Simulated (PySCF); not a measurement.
SMILES [SiH3]c1cccc([SiH3])c1, singlet (GFN2-xTB optimised geometry):

```
18

Si    -2.200     1.968    -0.017
C     -1.272     0.326    -0.007
C     -1.970    -0.879    -0.014
C     -1.299    -2.088    -0.014
C      0.085    -2.111    -0.007
C      0.818    -0.929     0.000
Si     2.704    -0.929     0.000
C      0.116     0.273     0.000
H     -2.890     2.128    -1.301
H     -3.189     1.970     1.065
H     -1.244     3.060     0.174
H     -3.051    -0.867    -0.019
H     -1.855    -3.016    -0.020
H      0.604    -3.060    -0.007
H      3.183    -2.304     0.149
H      3.189    -0.366    -1.264
H      3.187    -0.107     1.113
H      0.674     1.200     0.007
```

Computed with PySCF 2.14.0 with CAM-B3LYP/def2-SVP.

**Question.** What are the frontier orbital energies and the dipole moment?

**Answer.** HOMO-2 -9.94 eV, HOMO-1 -8.63 eV, HOMO -8.56 eV, LUMO 0.44 eV, LUMO+1 0.72 eV; dipole moment 0.60 D.

Meta-Löwdin charges at CAM-B3LYP/def2-SVP: Si1 0.52, C2 -0.22, C3 -0.09, C4 -0.10, C5 -0.09, C6 -0.22, Si7 0.52, C8 -0.08, H9 -0.11, H10 -0.11, H11 -0.10, H12 0.10, H13 0.10, H14 0.10, H15 -0.10, H16 -0.11, H17 -0.10, H18 0.09.
